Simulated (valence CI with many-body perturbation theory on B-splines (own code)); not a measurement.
## E1 transitions of Xe49+

Method: valence CI with perturbative core correlation (CI+MBPT): three valence electrons over a frozen Dirac-Fock core [He], a basis of 11 s, 11 p, 9 d, 7 f, 5 g, 2 h, 1 i functions for each j, with the one-electron correlation potential Σ1, the two-electron term Σ2, the three-electron term Σ3, Breit, model QED; selected CI, second order for the rest (own B-spline code, finite nucleus).

The last digits are not significant, and no measured levels were compared; by estimate large intervals hold to a few tenths of a per cent, small ones and those within an open d or f shell to about a per cent.

Lines 201 to 250 of 281 in falling wavelength, among levels below 447.68 Ry, chosen from the strongest by gf and those to the six lowest levels. Wavelengths and rates use the calculated energies. Electric multipoles are in the length gauge, E1 and E2 with the static RPA response of the core. Weak lines are less certain than strong ones. Lines between different terms over intervals too small for the method are left out, as are lines whose strength nearly cancels. The highest levels of a list are the least certain.

Levels are named by their leading jj configuration (3d3/2^4 stands for four electrons in 3d with j = 3/2), which in mixed levels can hold well under half, so a name can repeat and another be missing. Letters in brackets count levels of one name in rising energy.

```tsv
λ vac (Å)	Upper	Lower	A (s⁻¹)	log gf	Branch %
2.316	(2s 2p3/2 3d3/2) J=3/2 [a]	(2s 2p1/2 2p3/2) J=5/2	1.21e+14	-0.41	20.4
2.316	(2s 2p1/2 3d3/2) J=1/2	(2s 2p1/2^2) J=1/2	7.04e+14	0.05	94.7
2.315	(2s 2p3/2 3p1/2) J=3/2 [a]	(2s^2 2p3/2) J=3/2	4.24e+13	-0.87	98.7
2.315	(2s 2p3/2 3d3/2) J=7/2	(2s 2p1/2 2p3/2) J=5/2	3.79e+14	0.39	98.1
2.314	(2s 2p3/2 3p1/2) J=5/2	(2s^2 2p3/2) J=3/2	1.03e+14	-0.30	99.3
2.314	(2s 2p3/2 3d5/2) J=1/2	(2s 2p1/2 2p3/2) J=3/2 [b]	5.42e+12	-2.06	1.1
2.313	(2s 2p1/2 3d3/2) J=3/2 [b]	(2s 2p1/2^2) J=1/2	4.58e+14	0.17	83.5
2.313	(2s 2p1/2 3p1/2) J=3/2	(2s^2 2p1/2) J=1/2	1.89e+14	-0.22	99.3
2.310	(2p1/2 2p3/2 3p1/2) J=3/2 [b]	(2s 2p1/2 2p3/2) J=3/2 [b]	6.18e+13	-0.70	34.7
2.308	(2s 2p3/2 3d3/2) J=5/2 [b]	(2s 2p1/2 2p3/2) J=3/2 [b]	3.13e+14	0.18	90.9
2.308	(2p1/2^2 3d5/2) J=5/2	(2s^2 2p3/2) J=3/2	8.26e+11	-2.40	0.2
2.307	(2s 2p3/2 3d3/2) J=3/2 [b]	(2s 2p1/2 2p3/2) J=1/2	1.57e+14	-0.30	31.5
2.307	(2s 2p3/2 3d3/2) J=3/2 [b]	(2s 2p1/2 2p3/2) J=3/2 [b]	1.05e+14	-0.47	21.2
2.305	(2s 2p3/2 3d3/2) J=1/2 [b]	(2s 2p1/2 2p3/2) J=1/2	2.87e+14	-0.34	71.3
2.305	(2s 2p3/2 3d3/2) J=1/2 [b]	(2s 2p1/2 2p3/2) J=3/2 [b]	4.22e+13	-1.17	10.5
2.304	(2p1/2 2p3/2 3p1/2) J=3/2 [a]	(2s 2p1/2 2p3/2) J=5/2	1.50e+12	-2.32	1.4
2.303	(2s 2p3/2 3d3/2) J=5/2 [a]	(2s 2p1/2 2p3/2) J=3/2 [a]	1.96e+14	-0.03	39.4
2.303	(2s 2p3/2 3d3/2) J=3/2 [a]	(2s 2p1/2 2p3/2) J=3/2 [a]	3.83e+14	0.09	64.8
2.302	(2s 2p3/2 3d3/2) J=1/2 [a]	(2s 2p1/2 2p3/2) J=3/2 [a]	5.20e+14	-0.08	93.7
2.302	(2s 2p3/2 3d5/2) J=5/2 [a]	(2s 2p1/2 2p3/2) J=5/2	5.60e+12	-1.57	1.7
2.301	(2s 2p1/2 3p1/2) J=1/2 [b]	(2s^2 2p1/2) J=1/2	5.94e+13	-1.03	96.8
2.301	(2p1/2 2p3/2 3p1/2) J=5/2	(2s 2p1/2 2p3/2) J=5/2	2.83e+13	-0.87	12.4
2.301	(2s^2 3d3/2) J=3/2	(2s^2 2p1/2) J=1/2	3.06e+14	-0.01	80.1
2.300	(2s 2p3/2 3d5/2) J=3/2 [a]	(2s 2p1/2 2p3/2) J=5/2	7.45e+11	-2.63	0.3
2.299	(2s 2p1/2 3d5/2) J=3/2	(2s 2p1/2^2) J=1/2	3.22e+12	-1.99	0.8
2.298	(2s 2p3/2 3d5/2) J=7/2 [a]	(2s 2p1/2 2p3/2) J=5/2	2.44e+13	-0.81	3.9
2.294	(2s 2p3/2 3d5/2) J=5/2 [b]	(2s 2p1/2 2p3/2) J=3/2 [b]	7.03e+12	-1.48	1.1
2.293	(2s 2p3/2 3d5/2) J=3/2 [b]	(2s 2p1/2 2p3/2) J=3/2 [b]	6.57e+11	-2.68	0.2
2.291	(2p1/2 2p3/2 3p1/2) J=3/2 [a]	(2s 2p1/2 2p3/2) J=3/2 [a]	4.52e+12	-1.85	4.3
2.289	(2p1/2 2p3/2 3p1/2) J=3/2 [b]	(2s 2p1/2 2p3/2) J=5/2	8.91e+13	-0.55	50.0
2.288	(2s 2p3/2 3p1/2) J=1/2	(2s^2 2p3/2) J=3/2	9.03e+13	-0.85	96.4
2.288	(2s 2p3/2 3p1/2) J=3/2 [b]	(2s^2 2p3/2) J=3/2	7.67e+13	-0.62	97.1
2.287	(2p1/2 2p3/2 3p1/2) J=5/2	(2s 2p1/2 2p3/2) J=3/2 [a]	8.04e+11	-2.42	0.4
2.287	(2s 2p3/2 3d5/2) J=3/2 [a]	(2s 2p1/2 2p3/2) J=3/2 [a]	8.30e+11	-2.58	0.3
2.287	(2s 2p3/2 3d3/2) J=5/2 [b]	(2s 2p1/2 2p3/2) J=5/2	2.66e+12	-1.90	0.8
2.285	(2s 2p3/2 3d3/2) J=3/2 [b]	(2s 2p1/2 2p3/2) J=5/2	4.34e+12	-1.87	0.9
2.283	(2p1/2 2p3/2 3p3/2) J=5/2 [a]	(2s 2p1/2 2p3/2) J=3/2 [b]	5.21e+12	-1.61	4.1
2.282	(2p1/2 2p3/2 3p3/2) J=1/2 [a]	(2s 2p1/2 2p3/2) J=1/2	8.12e+13	-0.90	62.1
2.282	(2p1/2 2p3/2 3p3/2) J=1/2 [a]	(2s 2p1/2 2p3/2) J=3/2 [b]	1.70e+13	-1.58	13.0
2.279	(2p1/2 2p3/2 3p3/2) J=3/2 [a]	(2s 2p1/2 2p3/2) J=1/2	4.67e+13	-0.84	34.8
2.279	(2p1/2 2p3/2 3p3/2) J=3/2 [a]	(2s 2p1/2 2p3/2) J=3/2 [b]	5.36e+13	-0.78	39.9
2.279	(2s 2p3/2 3d5/2) J=7/2 [b]	(2s 2p1/2 2p3/2) J=5/2	6.37e+12	-1.40	4.0
2.276	(2p1/2 2p3/2 3p1/2) J=3/2 [b]	(2s 2p1/2 2p3/2) J=3/2 [a]	1.03e+13	-1.50	5.8
2.275	(2s 2p3/2 3p3/2) J=3/2 [a]	(2s^2 2p3/2) J=3/2	8.80e+13	-0.56	94.3
2.273	(2s 2p3/2 3d3/2) J=5/2 [b]	(2s 2p1/2 2p3/2) J=3/2 [a]	1.84e+12	-2.07	0.5
2.273	(2s 2p1/2 3p3/2) J=3/2 [a]	(2s^2 2p1/2) J=1/2	5.35e+13	-0.78	98.9
2.273	(2p1/2 2p3/2 3p3/2) J=3/2 [b]	(2s 2p1/2 2p3/2) J=3/2 [b]	3.99e+13	-0.91	29.8
2.270	(2s 2p3/2 3p3/2) J=1/2 [a]	(2s^2 2p3/2) J=3/2	1.29e+14	-0.70	86.1
2.270	(2s 2p3/2 3p3/2) J=5/2 [a]	(2s^2 2p3/2) J=3/2	1.03e+14	-0.32	94.5
2.269	(2p1/2 2p3/2 3p3/2) J=5/2 [b]	(2s 2p1/2 2p3/2) J=3/2 [b]	6.10e+13	-0.55	45.8
```
